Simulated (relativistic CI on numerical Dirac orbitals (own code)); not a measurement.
# Sensitivity of the levels of Re40+ to α and to the nuclear radius

Computed by Dirac-Coulomb-Breit CI, separate exchange-only KLI orbitals for each configuration, derivatives by finite differences, unscaled Slater integrals, QED left out (own radial code, finite nucleus).

CI space (outside the closed core [Ar] 3d10): 4s2.4p5, 4s.4p6, 4s2.4p4.4d, 4s.4p5.4d, 4s2.4p4.4f, 4s.4p5.4f. Double excitations out of closed p, d and f shells are left out; levels of such configurations are missing from the list, as are those of other unlisted configurations, and high levels can miss mixing partners.

With x = (α/α₀)² − 1 an excitation energy changes as ω = ω₀ + qx; K = 2q/ω₀ is the relative enhancement. Terms are leading LS components, so labels can repeat. The field-shift factor is F = δν/δ⟨r²⟩ for the transition from the lowest level.

Lowest level 4s2.4p5 2P°_3/2.

```
            Level  ω₀ (cm⁻¹)   q (cm⁻¹)       K  F (GHz/fm²)
  4s2.4p5 2P°_1/2     804462     982100    2.44         -151
4s2.4p4.4d 4D_3/2    1246982      52900  0.0848         15.3
4s2.4p4.4d 4D_5/2    1265866      64970   0.103         14.9
4s2.4p4.4d 4P_1/2    1268612      79900   0.126        -40.5
4s2.4p4.4d 4F_7/2    1286886      54860  0.0853         14.4
4s2.4p4.4d 2D_3/2    1358218      62880  0.0926         15.4
4s2.4p4.4d 2F_7/2    1422073     225400   0.317         18.7
4s2.4p4.4d 4F_9/2    1429684     224000   0.313         18.5
4s2.4p4.4d 2P_1/2    1435633     351800    0.49         -299
4s2.4p4.4d 2D_5/2    1544069     230200   0.298         20.6
4s2.4p4.4d 2D_3/2    1587404     253900    0.32         15.3
4s2.4p4.4d 2D_5/2    1613609     266300    0.33         10.9
    4s.4p6 2S_1/2    1736462     981600    1.13        -1640
4s2.4p4.4d 4D_1/2    2007729  1.035e+06    1.03         -139
4s2.4p4.4d 4D_3/2    2049237  1.038e+06    1.01         -133
4s2.4p4.4d 4F_5/2    2084802  1.028e+06   0.986         -133
4s2.4p4.4d 2G_7/2    2092481  1.032e+06   0.986         -135
4s2.4p4.4d 4D_7/2    2203278  1.205e+06    1.09         -129
4s2.4p4.4d 2P_3/2    2236737  1.166e+06    1.04         -127
4s2.4p4.4d 2D_5/2    2256013  1.062e+06   0.942         -125
4s2.4p4.4d 2G_9/2    2256264  1.207e+06    1.07         -130
4s2.4p4.4d 2F_5/2    2257551  1.152e+06    1.02         -128
4s2.4p4.4d 2P_3/2    2258211  1.061e+06    0.94         -126
```

At this charge energies of transitions that change n are usually good to better than 1 %, and those within a shell (Δn = 0) to a few per cent.
